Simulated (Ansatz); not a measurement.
C$_{6}$H$_{12}$BO$_{2}$ (SMILES CC1(C)O[B]OC1(C)C), doublet, at a GFN2-xTB geometry; MP2/6-31G (Ansatz, an electronic-structure program).

Input for Ansatz:
Ansatz 0.2 input:
```yaml
crystal:
  periodic: [false, false, false]
  atoms:
    - {symbol: C, position_ang: [1.48710897, 1.20539539, -0.61618094]}
    - {symbol: C, position_ang: [0.77466121, -0.07431944, -0.17081065]}
    - {symbol: C, position_ang: [1.27822759, -1.24732067, -1.00515083]}
    - {symbol: O, position_ang: [1.14641932, -0.29412177, 1.21015392]}
    - {symbol: B, position_ang: [0.09393638, 0.01824653, 1.99808540]}
    - {symbol: O, position_ang: [-1.02808914, 0.31710664, 1.30680277]}
    - {symbol: C, position_ang: [-0.78733229, 0.07185816, -0.09871123]}
    - {symbol: C, position_ang: [-1.53732232, -1.21514900, -0.45188832]}
    - {symbol: C, position_ang: [-1.36795313, 1.22989207, -0.90336734]}
    - {symbol: H, position_ang: [2.55859468, 1.06595559, -0.49202134]}
    - {symbol: H, position_ang: [1.18462008, 2.04516570, 0.00410776]}
    - {symbol: H, position_ang: [1.27837026, 1.42611539, -1.65918394]}
    - {symbol: H, position_ang: [0.92367057, -2.19405612, -0.61047442]}
    - {symbol: H, position_ang: [2.36503208, -1.25741367, -0.97697224]}
    - {symbol: H, position_ang: [0.95426780, -1.14070787, -2.03743575]}
    - {symbol: H, position_ang: [-2.59255428, -1.07255202, -0.23032048]}
    - {symbol: H, position_ang: [-1.42716054, -1.45501693, -1.50567776]}
    - {symbol: H, position_ang: [-1.17725806, -2.04373567, 0.15248709]}
    - {symbol: H, position_ang: [-0.97874581, 2.18335811, -0.56101033]}
    - {symbol: H, position_ang: [-1.14217070, 1.10420896, -1.95937607]}
    - {symbol: H, position_ang: [-2.44732959, 1.24142792, -0.77354717]}
basis:
  gaussian:
    orbitals: 6-31G
magnetization: {spin_polarized: true, initial_magnetization: 1}
correlation: {method: mp2}
```

Q: Write the output that Ansatz gives for this input, abridged.

A: 
```
Functional definition: HF
1422 factors; integrals over basis functions are off by at most 1.5e-4 eV
mean field evaluation 1: about -11108.9753 eV, gradient 3.2e1 eV
mean field evaluation 2: about -11108.9792 eV, gradient 3.2e1 eV
mean field evaluation 4: about -11114.6293 eV, gradient 3.9e0 eV
mean field evaluation 8: about -11114.7490 eV, gradient 1.8e-1 eV
mean field -11114.74956253 eV, -408.4595125752 hartree, gradient 7.2e-6 eV, S^2 0.754383; 0 other end points of the search recorded, 0 dependent functions left out
9 core orbitals not correlated
reference -11114.74956253 eV, -408.4595125752 hartree; 26, 25 occupied and 70, 71 virtual orbitals, 1422 factors
second order -22.58315456 eV of doubles, -0.00000000 eV of singles
Total energy: -11137.33271709 eV, -409.2894281979 hartree
```
